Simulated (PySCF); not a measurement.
C2H5Se2, SMILES [CH2][Se][Se]C, multiplicity 2. Atoms are numbered in the order given.

```xyz
9

C      2.1467    -0.0675     0.8053
Se     0.9920    -0.3506    -0.6147
Se    -1.0001     0.6384     0.1611
C     -1.8926    -0.9576     0.8648
H      3.2049     0.0896     0.5805
H      1.7738    -0.0205     1.8306
H     -2.8842    -0.6235     1.2061
H     -2.0112    -1.7081     0.0727
H     -1.3316    -1.3728     1.7121
```
Charge 0, spin multiplicity 2.

Coordinates come from a r2SCAN-D4/def2-SVP optimisation. The isomer is the one that the SMILES or the coordinates give; other isomers of the formula were not compared. Other conformers were not sampled.

Method: r2SCAN-D4/def2-SVP (PySCF).

Frequencies are harmonic and unscaled.

Computed vibrational spectrum:
```json
[
 {"mode": "1", "ν (cm⁻¹)": "66", "IR (km/mol)": "0.7", "moving atoms (share of kinetic energy)": "C 61 %, H 24 %, Se 15 %"},
 {"mode": "2", "ν (cm⁻¹)": "132", "IR (km/mol)": "0.1", "moving atoms (share of kinetic energy)": "H 95 %"},
 {"mode": "3", "ν (cm⁻¹)": "163", "IR (km/mol)": "0.6", "moving atoms (share of kinetic energy)": "C 47 %, H 29 %, Se 24 %"},
 {"mode": "4", "ν (cm⁻¹)": "183", "IR (km/mol)": "1.8", "moving atoms (share of kinetic energy)": "C 43 %, Se 31 %, H 25 %"},
 {"mode": "5", "ν (cm⁻¹)": "220", "IR (km/mol)": "5.5", "moving atoms (share of kinetic energy)": "H 61 %, Se 33 %"},
 {"mode": "6", "ν (cm⁻¹)": "287", "IR (km/mol)": "1.5", "moving atoms (share of kinetic energy)": "Se 65 %, H 35 %"},
 {"mode": "7", "ν (cm⁻¹)": "376", "IR (km/mol)": "65.5", "moving atoms (share of kinetic energy)": "H 77 %, C 23 %"},
 {"mode": "8", "ν (cm⁻¹)": "584", "IR (km/mol)": "2.5", "moving atoms (share of kinetic energy)": "C 71 %, Se 15 %, H 14 %"},
 {"mode": "9", "ν (cm⁻¹)": "679", "IR (km/mol)": "2.9", "moving atoms (share of kinetic energy)": "C 73 %, Se 14 %, H 13 %"},
 {"mode": "10", "ν (cm⁻¹)": "844", "IR (km/mol)": "4.7", "moving atoms (share of kinetic energy)": "H 83 %, C 16 %"},
 {"mode": "11", "ν (cm⁻¹)": "898", "IR (km/mol)": "9.4", "moving atoms (share of kinetic energy)": "H 81 %, C 17 %"},
 {"mode": "12", "ν (cm⁻¹)": "907", "IR (km/mol)": "4.0", "moving atoms (share of kinetic energy)": "H 86 %, C 13 %"},
 {"mode": "13", "ν (cm⁻¹)": "1278", "IR (km/mol)": "6.5", "moving atoms (share of kinetic energy)": "H 86 %, C 14 %"},
 {"mode": "14", "ν (cm⁻¹)": "1339", "IR (km/mol)": "1.7", "moving atoms (share of kinetic energy)": "H 89 %, C 11 %"},
 {"mode": "15", "ν (cm⁻¹)": "1425", "IR (km/mol)": "10.6", "moving atoms (share of kinetic energy)": "H 95 %"},
 {"mode": "16", "ν (cm⁻¹)": "1441", "IR (km/mol)": "12.1", "moving atoms (share of kinetic energy)": "H 95 %"},
 {"mode": "17", "ν (cm⁻¹)": "3048", "IR (km/mol)": "12.8", "moving atoms (share of kinetic energy)": "H 98 %"},
 {"mode": "18", "ν (cm⁻¹)": "3145", "IR (km/mol)": "1.1", "moving atoms (share of kinetic energy)": "H 96 %"},
 {"mode": "19", "ν (cm⁻¹)": "3170", "IR (km/mol)": "1.2", "moving atoms (share of kinetic energy)": "H 90 %, C 10 %"},
 {"mode": "20", "ν (cm⁻¹)": "3190", "IR (km/mol)": "1.2", "moving atoms (share of kinetic energy)": "H 90 %, C 10 %"},
 {"mode": "21", "ν (cm⁻¹)": "3296", "IR (km/mol)": "0.6", "moving atoms (share of kinetic energy)": "H 89 %, C 11 %"}
]
```
